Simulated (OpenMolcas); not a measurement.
## Ta3+: moving the ligands

Ta3+ with 4 ligands (chloride) in square-planar coordination (D4h) at 2.35 Å. A charge of +0.25 e stands 2.6 Å behind each ligand. Ligand basis ANO-RCC-VDZP.

| Quantity | Value |
| --- | --- |
| Program | OpenMolcas |
| Method | SS-CASPT2, IPEA 0.25 Eh, imaginary shift 0.1 Eh (the lowest 24 gerade and 22 ungerade orbitals frozen, chosen by energy and not by shell, so the metal 5p can be frozen and 4f correlated) |
| Basis | ANO-RCC-VTZP [8s7p5d3f2g1h] |
| Scalar Hamiltonian | DKH2, point nucleus |
| Active space | 2 electrons in 5 orbitals (5d) |
| State averaging | 2S+1 = 3 even, 10 roots; 2S+1 = 1 even, 15 roots |
| Spin-orbit coupling | RASSI with atomic mean-field integrals over the reference wave functions |

Runs around this geometry, states (labels of D4, the rotations of D4h). Energies in cm-1 above the lowest state or level, χT in cm3 K/mol.

```csv
R (Å),Ground state,First state of that spin,First gap with spin-orbit (degeneracies),χT at 300 K,First state of another spin
2.32,2S+1 = 1,4910,"2480 (1, 1)",0.071,3E 670
2.35,2S+1 = 1,4300,"2300 (1, 1)",0.074,3E 53
2.44,3E,2750,"1900 (1, 2)",0.074,2S+1 = 1: 1600
```

The ground state changes within this set.

Over all roots computed the reference weight is 0.73 to 0.74 in R = 2.32, 0.73 to 0.74 in R = 2.35, 0.73 to 0.74 in R = 2.44; a low but even weight reflects the number of correlated electrons. Ligand-to-metal charge-transfer states are missing. With no ligand orbital active B as a rule stays too high, so bands that hang on it stand too high and its fall with covalency is understated. Spin-orbit coupling mixes the spin-free states strongly: the lowest level takes only 59 % from its leading state, 3E, which lies 666 cm-1 above the lowest spin-free state (figures for R = 2.32; the like holds for R = 2.35). The least metal-like active orbital is 67 % on the metal (Löwdin) and no ligand orbital is active, so the numbers are rough (holds for R = 2.32). The least metal-like active orbital is 68 % on the metal (Löwdin) and no ligand orbital is active, so the numbers are rough (holds for R = 2.35). An orbital doublet at a regular site is open to a Jahn-Teller distortion, which this geometry leaves out (holds for R = 2.44). The least metal-like active orbital is 73 % on the metal (Löwdin) and no ligand orbital is active, so the numbers are rough (holds for R = 2.44). No measured value stands beside these numbers; the geometry is a model, was not optimised and need not be the one that this ion takes.

A state without a sure symmetry label is named by its multiplicity alone.
